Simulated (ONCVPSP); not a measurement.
Before and after: ONCV potential for carbon (C)

| Property | Result |
| --- | --- |
| Element | C |
| Generator | ONCVPSP 4.0.1 |
| Type | optimised norm-conserving Vanderbilt (ONCV) |
| Functional | PBEsol |
| Relativity | fully relativistic |
| Frozen core | [He] |
| Valence charge | 4 |
| Reference configuration | 2s2 2p1 (charge +1) |
| Partial waves | 2s: rc 1.20 bohr, ncon 3, nbas 8, qcut 6.8 1/bohr, 2 projectors, debl 1.1 Ha; 2p: rc 1.70 bohr, ncon 4, nbas 9, qcut 8.5 1/bohr, 2 projectors, debl 1.1 Ha; d scattering state at 0.05 Ha: rc 1.75 bohr, ncon 5, nbas 10, qcut 5.2 1/bohr, 2 projectors, debl 3.8 Ha |
| Local potential | polynomial inside 0.95 bohr (lpopt 1, dvloc0 0 Ha) |
| Core correction | polynomial model core, fcfact 0.45 |

Open shells are filled in proportion to 2j + 1.

All-electron outer shells of the reference configuration (PBEsol, scalar-relativistic, ld1.x):

| shell | level (eV) | outermost node (bohr) | outermost maximum (bohr) |
| --- | --- | --- | --- |
| 1s | -287.02 | – | 0.18 |
| 2s | -25.62 | 0.38 | 1.17 |
| 2p | -16.91 | – | 1.11 |

Change: functional PBE.

Cutoffs: the cutoffs (Ha) at which the residual kinetic energy of the hardest occupied pseudo-wave falls to 1 and 0.1 mHa per electron; they do not see the model core or the augmentation charge, which bear on the density cutoff. Errors are all-electron minus pseudo energies relative to the spin-unpolarised reference configuration.

Problem. How do hardness, ghosts and transferability respond?

Solution. The potential gets neither clearly harder nor softer (21 Ha and 26 Ha → 21 Ha and 26 Ha); of the 4 tests that both files solve, the error grows in 3 and shrinks in 0 by more than 15 % and 0.3 meV (median size 44.8 → 53.6 meV); neither file shows a bound ghost.

| quantity | base | changed |
| --- | --- | --- |
| cutoff, loose | 21 Ha | 21 Ha |
| cutoff, tight | 26 Ha | 26 Ha |
| loose cutoff by channel | s 17 Ha, p 21 Ha | s 17 Ha, p 21 Ha |
| bound ghosts | none | none |
| GHOST(+) flags under 300 eV | none | none |
| error for 2s2 2p2, meV [ΔE -10.79 → -10.86 eV] | +12 | +14 |
| error for 2s2 2p0, meV [ΔE 24.02 → 24.16 eV] | +57 | +66 |
| error for 2s1 2p0, meV [ΔE 71.98 → 72.35 eV] | +170 | +182 |
| error for 2s1 2p3, meV [ΔE -2.36 → -2.38 eV] | +33 | +41 |
| s: phases at 1.22 bohr within 0.05 rad from the reference energy up to (Ha; the scan ends near 5) | to the end of the scan | to the end of the scan |
| p3/2: phases at 1.72 bohr within 0.05 rad from the reference energy up to (Ha; the scan ends near 5) | to the end of the scan | to the end of the scan |
| p1/2: phases at 1.72 bohr within 0.05 rad from the reference energy up to (Ha; the scan ends near 5) | to the end of the scan | to the end of the scan |
| d5/2: phases at 1.77 bohr within 0.05 rad from the reference energy up to (Ha; the scan ends near 5) | to the end of the scan | to the end of the scan |
| d3/2: phases at 1.77 bohr within 0.05 rad from the reference energy up to (Ha; the scan ends near 5) | to the end of the scan | to the end of the scan |
| rms error of d²Exc/dni dnj with the model core, mHa | 7.08 | 7.28 |
